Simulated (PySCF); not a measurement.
C2H3O2, charge -1, singlet, geometry from GFN2-xTB. Base run: PySCF with HF/6-31G*.

PySCF was given this input:
```python
from pyscf import gto, scf, solvent

mol = gto.Mole()
mol.atom = '''
    C    -1.154129   -0.133685   -0.004759
    O    -0.726708   -1.119467    0.601489
    O     0.009632    0.801733   -0.467424
    C     1.286913    0.412188   -0.148326
    H     1.794436    1.158845    0.491028
    H     1.240270   -0.545558    0.407536
    H     1.905198    0.257566   -1.052575
'''
mol.basis = '6-31g*'
mol.charge = -1
mol.spin = 0
mol.verbose = 4
mol.build()

mf = scf.RHF(mol)
mf.kernel()
mf.analyze()
```

The base run was repeated with changes; each row names its change, and settings that it needs were set with it.

```tsv
change	ΔE vs base (kJ/mol)	HOMO-LUMO gap (eV)
base	0.00	14.64
model = IEF-PCM; solvent = 2-propanol; r_probe = 0.5	-217.0	14.63
model = ddCOSMO; solvent = 2-propanol	-253.2	14.65
model = SS(V)PE; solvent = 2-propanol	-252.2	14.65
model = IEF-PCM; solvent = 2-propanol; vdw_scale = 1.4	-232.0	14.63
model = C-PCM; solvent = 2-propanol	-263.6	14.65
model = IEF-PCM; solvent = dichloromethane	-245.8	14.65
model = IEF-PCM; solvent = 2-propanol	-263.2	14.65
model = IEF-PCM; solvent = 2-propanol; lebedev_order = 11	-260.6	14.65
model = IEF-PCM; solvent = n-hexane	-127.4	14.65
model = COSMO; solvent = 2-propanol	-256.8	14.65
model = IEF-PCM; solvent = 2-propanol; lebedev_order = 41	-263.4	14.65
```

The base is the gas phase, so ΔE is the electrostatic part of solvation at a fixed geometry, without cavity and dispersion terms.

The gas-phase anion may not be bound at this level, which the solvent then changes.
